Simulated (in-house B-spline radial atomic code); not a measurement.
Configurations of the argon ion Ar⁴⁺, with energies counted from [Ne] 3s2 3p2. Method: scalar-relativistic (X2C) HSE06, spin-polarised, spherical fractional occupations, Fermi nucleus of rms radius 3.4274 fm. Calculated with a B-spline radial code for spherical atoms. Shells without spins written out take the highest spin.

Caution: exact exchange at fractional occupations of open shells leaves self-interaction of up to several eV.

Occupations are held fixed; configurations that lie above the ionisation limit could autoionise.

```
                             configuration  E - E(ref) (eV)  highest orbital  its <r> (bohr)
[Ne] 3s2 3p(0 up, 1 down) 3d(1 up, 0 down)           26.455            3d up           1.521
                          [Ne] 3s2 3p1 4p1           42.109            4p up               3
[Ne] 3s2 3p(1 up, 0 down) 4d(1 up, 0 down)           49.232            4d up           3.451
                          [Ne] 3s1 3p2 4p1           53.748            4p up           2.977
                  [He] 2s2 2p5 3s2 3p2 3d1           271.96            3d up           1.371
```

Question: Order these further configurations by energy, lowest first.
A. [Ne] 3s2 3p(0 up, 1 down) 4f(0 up, 1 down)
B. [Ne] 3s1 3p2 4s1
C. [Ne] 3s2 3p1 3d1
D. [Ne] 3s(0 up, 1 down) 3p(0 up, 3 down)
E. [He] 2s2 2p5 3s2 3p2 4s1

Answer: D (9.1914 eV), C (24.902 eV), B (48.244 eV), A (52.944 eV), E (287.06 eV).

Question: How far above the reference does [He] 2s2 2p5 3s2 3p2 4p1 lie?

Answer: 292.59 eV; its least bound orbital is 4p up with <r> = 2.889 bohr.
